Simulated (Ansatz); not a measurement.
Ideal-gas functions of C2H3ClOSi (`OC1=C[SiH]1Cl`) at 400 K and 1 bar, from an Ansatz frequency run at PBE0-D4/def2-TZVP.

Molar mass 106.58 g/mol, point group C1 (symmetry number 1), electronic degeneracy 1, moments of inertia 62.275, 296.851, 323.521 u Å². Harmonic wavenumbers (cm⁻¹, unscaled): 133, 226, 354, 405, 524, 541, 623, 677, 806, 826, 844, 1030, 1143, 1374, 1651, 2268, 3210, 3770.

Use S(trans) = R[1.5 ln M + 2.5 ln T − 1.1517]; rotational temperatures θ = 24.2544 K / I; S(rot) = R[ln(√π/σ · √(T³/θAθBθC)) + 1.5]; for each mode x = 1.438777 ν̃/T, S = R[x/(eˣ − 1) − ln(1 − e⁻ˣ)] and H = RT x/(eˣ − 1); 1 cm⁻¹ = 0.0119627 kJ/mol; R = 8.31446 J/(mol·K).

Problem. By hand: the entropy, in J/(mol·K).

Solution. Translation 173.2. Rotation: θ = 0.3895, 0.0817, 0.075 K, giving 117.1. Vibration, mode by mode: 14.52, 10.26, 6.85, 5.88, 4.18, 3.98, 3.15, 2.71, 1.88, 1.77, 1.68, 0.98, 0.71, 0.36, 0.15, 0.02, 0.00, 0.00, in all 59.1. Electronic 0.0. Sum 349.4 J/(mol·K).

Problem. By hand: H − E and G − E in kJ/mol, counted from the electronic energy.

Solution. Zero-point energy ½ × 20405 × 0.0119627 = 122.0; thermal vibration 14.1; translation, rotation and pV give 4 RT = 13.3. H − E = 149.4 kJ/mol, and G − E = 149.4 − 400 × 349.4/1000 = 9.6 kJ/mol.

Vibration gives 17 % of the entropy, 14.5 J/(mol·K) of it from the mode under 150 cm⁻¹: soft modes count most, and the harmonic formula is weakest for them. The sum counts one conformer and one mirror image; others add a mixing term.
